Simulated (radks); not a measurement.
Results of a calculation; reference values are marked as such.
The nuclear charge of neutral aluminium is varied continuously with 13 electrons held in [Ne] 3s2 3p1. Level of theory: scalar-relativistic Kohn-Sham, r2SCAN, spin-polarised, spherical densities, finite nucleus; open shells are filled with parallel spins first; meta-GGA in the generalised Kohn-Sham scheme; Fermi nuclear charge, rms radius 3.061 fm (a radial shooting solver on a logarithmic mesh with Libxc functionals). By the Hellmann-Feynman theorem dE/dZ = E(electron-nucleus)/Z, the electronic potential at the nucleus (averaged over a nucleus of fixed radius). The scalar-relativistic energy here is not variational (the density holds large components alone), so the two differ by a part that grows with Z.

Z,E (hartree),E(electron-nucleus)/Z (hartree),HOMO,e(HOMO) (eV),<r> HOMO (bohr)
12.8,-233.94739,-43.7680,3p,-1.728,3.705
12.9,-238.34712,-44.2128,3p,-2.369,3.524
13,-242.79133,-44.6570,3p,-3.057,3.367
13.1,-247.27995,-45.1008,3p,-3.789,3.229
13.2,-251.81296,-45.5442,3p,-4.564,3.106
13.3,-256.39032,-45.9873,3p,-5.379,2.996
13.4,-261.01199,-46.4301,3p,-6.235,2.895
13.5,-265.67795,-46.8726,3p,-7.131,2.803
13.6,-270.38818,-47.3149,3p,-8.064,2.719
13.7,-275.14265,-47.7570,3p,-9.036,2.640
13.8,-279.94135,-48.1989,3p,-10.045,2.567
13.9,-284.78427,-48.6407,3p,-11.091,2.499
14,-289.67138,-49.0824,3p,-12.173,2.436

The central difference of E at Z = 13 is -44.664 hartree, to compare with the third column; the second derivative is -4.44 hartree.
